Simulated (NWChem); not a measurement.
Everything below was run with NWChem. System: C2H7Si, charge 0, spin multiplicity 2, at a geometry optimised with UPBE0/def2-SVP. The structure started from a generated list of species. Its SCF solution wasn't tested for a lower state. Level: UHF/def2-TZVP.

NWChem printed:

```
             Northwest Computational Chemistry Package (NWChem) 7.3.0
             --------------------------------------------------------

                                NWChem Input Module
                                -------------------

 Scaling coordinates for geometry "geometry" by  1.889725989
 (inverse scale =  0.529177249)

 Turning off AUTOSYM since
 SYMMETRY directive was detected!

                             Geometry "geometry" -> ""
                             -------------------------

 Output coordinates in angstroms (scale by  1.889725989 to convert to a.u.)

  No.       Tag          Charge          X              Y              Z
 ---- ---------------- ---------- -------------- -------------- --------------
    1 C                    6.0000    -0.46518700    -0.05422600     1.56488900
    2 Si                  14.0000     0.56887300     0.14804600     0.00000000
    3 C                    6.0000    -0.46518700    -0.05422600    -1.56488900
    4 H                    1.0000    -0.93190300    -1.05383000     1.59887000
    5 H                    1.0000     0.15551000     0.06099800     2.46639900
    6 H                    1.0000    -1.26931600     0.69668400     1.60771900
    7 H                    1.0000     1.70944500    -0.82962900     0.00000000
    8 H                    1.0000    -0.93190300    -1.05383000    -1.59887000
    9 H                    1.0000     0.15551000     0.06099800    -2.46639900
   10 H                    1.0000    -1.26931600     0.69668400    -1.60771900

 Effective nuclear repulsion energy (a.u.)     104.7859163186

            Nuclear Dipole moment (a.u.)
            ----------------------------
        X                 Y               Z
 ---------------- ---------------- ----------------
     0.0000094486     0.0000132281     0.0000000000

      Symmetry information
      --------------------

 Group name             Cs
 Group number              2
 Group order               2
 No. of unique centers     6

      Symmetry unique atoms

     1    2    4    5    6    7


 Summary of "ao basis" -> "" (spherical)
 ------------------------------------------------------------------------------
       Tag                 Description            Shells   Functions and Types
 ---------------- ------------------------------  ------  ---------------------
 *                         def2-tzvp                  on all atoms

 Summary of "ao basis" -> "ao basis" (spherical)
[...]
 ------------------
         306.988201245871          -6.043777175368           0.000000000000
          -6.043777175368         369.758336642759           0.000000000000
           0.000000000000           0.000000000000          95.396828981987

  Mulliken analysis of the total density
  --------------------------------------

    Atom       Charge   Shell Charges
 -----------   ------   -------------------------------------------------------
    1 C    6     6.49   0.85  1.12  0.47  0.71  0.06  1.24  1.51  0.47  0.01  0.04  0.00
    2 Si  14    13.68   2.00  0.59  1.39  0.80  0.52  4.12  1.73  0.51  1.30  0.38  0.12  0.18  0.03
    3 C    6     6.49   0.85  1.12  0.47  0.71  0.06  1.24  1.51  0.47  0.01  0.04  0.00
    4 H    1     0.88   0.26  0.49  0.11  0.02
    5 H    1     0.88   0.26  0.49  0.11  0.02
    6 H    1     0.88   0.26  0.49  0.11  0.02
    7 H    1     1.06   0.24  0.56  0.25  0.01
    8 H    1     0.88   0.26  0.49  0.11  0.02
    9 H    1     0.88   0.26  0.49  0.11  0.02
   10 H    1     0.88   0.26  0.49  0.11  0.02

  Mulliken analysis of the alpha density
  --------------------------------------

    Atom       Charge   Shell Charges
 -----------   ------   -------------------------------------------------------
    1 C    6     3.24   0.43  0.56  0.23  0.35  0.03  0.62  0.76  0.23  0.01  0.02  0.00
    2 Si  14     7.32   1.00  0.29  0.69  0.44  0.32  2.07  0.86  0.30  0.85  0.31  0.06  0.10  0.02
    3 C    6     3.24   0.43  0.56  0.23  0.35  0.03  0.62  0.76  0.23  0.01  0.02  0.00
    4 H    1     0.45   0.13  0.25  0.06  0.01
    5 H    1     0.44   0.13  0.24  0.05  0.01
    6 H    1     0.44   0.13  0.24  0.06  0.01
    7 H    1     0.54   0.12  0.28  0.13  0.01
    8 H    1     0.45   0.13  0.25  0.06  0.01
    9 H    1     0.44   0.13  0.24  0.05  0.01
   10 H    1     0.44   0.13  0.24  0.06  0.01

   Mulliken analysis of the beta density
   -------------------------------------

    Atom       Charge   Shell Charges
 -----------   ------   -------------------------------------------------------
    1 C    6     3.25   0.43  0.56  0.23  0.35  0.03  0.62  0.76  0.25  0.01  0.02  0.00
    2 Si  14     6.36   1.00  0.29  0.70  0.36  0.20  2.05  0.87  0.22  0.45  0.07  0.06  0.08  0.02
    3 C    6     3.25   0.43  0.56  0.23  0.35  0.03  0.62  0.76  0.25  0.01  0.02  0.00
    4 H    1     0.43   0.13  0.24  0.05  0.01
    5 H    1     0.44   0.13  0.24  0.05  0.01
    6 H    1     0.44   0.13  0.24  0.06  0.01
    7 H    1     0.52   0.12  0.27  0.13  0.00
    8 H    1     0.43   0.13  0.24  0.05  0.01
    9 H    1     0.44   0.13  0.24  0.05  0.01
   10 H    1     0.44   0.13  0.24  0.06  0.01

   Mulliken analysis of the spin density
   -------------------------------------

    Atom       Charge   Shell Charges
 -----------   ------   -------------------------------------------------------
    1 C    6    -0.01   0.00 -0.00  0.00  0.00 -0.01  0.01  0.00 -0.02  0.00  0.00  0.00
    2 Si  14     0.96   0.00  0.00 -0.00  0.08  0.13  0.02 -0.01  0.08  0.40  0.24  0.00  0.02 -0.00
    3 C    6    -0.01   0.00 -0.00  0.00  0.00 -0.01  0.01  0.00 -0.02  0.00  0.00  0.00
    4 H    1     0.02   0.01  0.01  0.01  0.00
    5 H    1    -0.00   0.00 -0.00 -0.00  0.00
    6 H    1    -0.00   0.00  0.00 -0.00  0.00
    7 H    1     0.01   0.00  0.01 -0.00  0.00
    8 H    1     0.02   0.01  0.01  0.01  0.00
    9 H    1    -0.00   0.00 -0.00 -0.00  0.00
   10 H    1    -0.00   0.00  0.00 -0.00  0.00

       Multipole analysis of the density wrt the origin
       ------------------------------------------------

     L   x y z        total         alpha         beta         nuclear
     -   - - -        -----         -----         ----         -------
     0   0 0 0     -0.000000    -17.000000    -16.000000     33.000000

     1   1 0 0     -0.301838     -0.923112      0.621265      0.000009
     1   0 1 0     -0.048740     -0.688222      0.639470      0.000013
     1   0 0 1      0.000000      0.000000      0.000000      0.000000

     2   2 0 0    -22.373864    -40.380249    -35.763844     53.770229
     2   1 1 0     -0.131225     -2.043405      0.919243      0.992937
     2   1 0 1     -0.000000     -0.000000     -0.000000      0.000000
     2   0 2 0    -21.836211    -21.081664    -15.859115     15.104568
     2   0 1 1      0.000000      0.000000     -0.000000      0.000000
     2   0 0 2    -21.269267   -104.154179   -102.221458    185.106370

 Task  times  cpu:        5.9s     wall:        5.9s

 Total times  cpu:        6.0s     wall:        6.0s
```

Problem. Write an NWChem input that would produce this output.

Solution. Several could match; the one computed here: 
```
start mol
memory heap 200 mb stack 900 mb global 1100 mb
geometry units angstroms nocenter noautoz
  C     -0.465187    -0.054226     1.564889
  Si     0.568873     0.148046     0.000000
  C     -0.465187    -0.054226    -1.564889
  H     -0.931903    -1.053830     1.598870
  H      0.155510     0.060998     2.466399
  H     -1.269316     0.696684     1.607719
  H      1.709445    -0.829629     0.000000
  H     -0.931903    -1.053830    -1.598870
  H      0.155510     0.060998    -2.466399
  H     -1.269316     0.696684    -1.607719
  symmetry group Cs
end
basis spherical
  * library def2-tzvp
end
scf
  uhf
  nopen 1
  maxiter 100
  thresh 1e-7
  semidirect memsize 60000000 filesize 0
  # guess.movecs holds the orbitals of an unrestricted PBE0 run
  vectors input guess.movecs output mol.movecs
end
task scf energy
```
